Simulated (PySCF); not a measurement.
InP (SMILES [P]=[In]), triplet, geometry from GFN2-xTB (such geometries of metal compounds can be far from the true shape) (core potentials on In).

Here is a job for PySCF.
```python
from pyscf import gto, scf, dft

mol = gto.Mole()
mol.atom = '''
    In   -0.00000000   -0.00000000   -0.61389725
    P     0.00000000    0.00000000    2.00539769
'''
mol.basis = 'def2-tzvp'
mol.ecp = {'In': 'def2-tzvp'}
mol.spin = 2
mol.verbose = 4
mol.build()

mf = dft.UKS(mol)
mf.xc = 'b97m_v'
mf = mf.density_fit(auxbasis='def2-universal-jkfit')
mf.kernel()
```

Problem. What is the computed HOMO energy (PySCF with DF-B97M-V/def2-TZVP)?

Solution. -4.47 eV

Problem. Estimate the nuclear repulsion energy that DF-B97M-V/def2-TZVP returns for this input.

Solution. 63.6396 Eh

Problem. Estimate the dipole moment that DF-B97M-V/def2-TZVP returns for this input.

Solution. 1.99 D

These values belong to the state on which the SCF converged, which isn't shown to be the lowest.
